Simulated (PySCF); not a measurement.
## Stationary points of ZrCl4

Computed with PySCF, PBE0, basis Zr def2-TZVP with ECP28, Cl def2-TZVP (scalar-relativistic core potentials, no spin–orbit coupling, density fitting).

Relaxations began from a few typed shapes. The search is not exhaustive: other isomers or separated fragments can lie lower, and high-lying points may rest on an excited occupation.

**Question.** Order these stationary points by electronic energy, lowest first, in kJ/mol from the lowest minimum.
A. singlet Td: Zr–Cl 2.317 Å (×4); Cl–Zr–Cl 109.5° (×6)
B. singlet D4h: Zr–Cl 2.366 Å (×4); Cl–Zr–Cl 90.0° (×4), Cl–Zr–Cl 180.0° (×2)

**Answer.** A (0.0), B (207.7).

**Question.** Which of them are minima?

**Answer.** By energy in kJ/mol, 0.0: minimum; 207.7: saddle point, 1 imaginary mode.

Formally Zr is in oxidation state +4, d0. The polar-tensor charge on Zr, 2.31, is far below the formal one.
